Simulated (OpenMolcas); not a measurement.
# How methods differ on C2H6In (SMILES C[In]C)

The species is C2H6In (9 atoms), meant as a doublet with charge 0. As SMILES, `C[In]C`. The coordinates come from a PBE0-D4/def2-TZVP relaxation.

Quantity: the vertical ionisation energy (to the singlet cation), in eV. The values are calculated.

| level | kind | program | value (eV) | CPU time (all runs) |
| --- | --- | --- | --- | --- |
| UHF/def2-SVPD (core potential) | Hartree–Fock | OpenMolcas | 6.49 | 59 s |
| USVWN5/def2-SVPD (core potential) | LDA | OpenMolcas | 6.89 | 2.2 min |
| U-revPBE/def2-SVPD (core potential) | GGA | OpenMolcas | 6.69 | 3.2 min |
| UPBE/def2-SVPD (core potential) | GGA | OpenMolcas | 6.75 | 3.4 min |
| U-r2SCAN/def2-SVPD (core potential) | meta-GGA | OpenMolcas | 6.90 | 4 min |
| UM06-L/def2-SVPD (core potential) | meta-GGA | OpenMolcas | 6.58 | 3.9 min |
| UBHLYP/def2-SVPD (core potential) | global hybrid | OpenMolcas | 6.86 | 2.6 min |
| UPBE0/def2-SVPD (core potential) | global hybrid | OpenMolcas | 6.86 | 3 min |

Spin-orbit coupling, which can split open shells on such heavy atoms by tenths of an eV, is left out. The values span 6.49 to 6.90 eV. CPU times are rough (shared hosts, several kinds of processor): they show what a rung costs within a factor of a few.
